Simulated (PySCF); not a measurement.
# Ba: excitation energy

Ba [Xe] 6s2 (1S) → Ba [Xe] 6s1 6p1 (3P), as a difference of total energies. Calculation: PySCF 2.14, in def2-QZVPPD with the def2 core potential (46 electrons); scalar relativity through the core potential. Correlated levels: valence and next inner shell: nothing frozen outside the core potential. The calculations carry no spin-orbit coupling.

| method | excitation energy (eV) |
| --- | --- |
| UHF | 0.792 |
| MP2 (valence and next inner shell) | 1.566 |
| SCS-MP2 (valence and next inner shell) | 1.609 |
| CCSD (valence and next inner shell) | 1.506 |
| CCSD(T) (valence and next inner shell) | 1.577 |

Question: How much does correlation contribute at CCSD(T) (valence and next inner shell)?

Answer: 1.577 − (0.792) = 0.785 eV, measured against UHF.

Errors of the correlated levels include the incompleteness of this basis.

For comparison: 1.622 eV (measured; NIST levels, between the centres of gravity of the two terms).
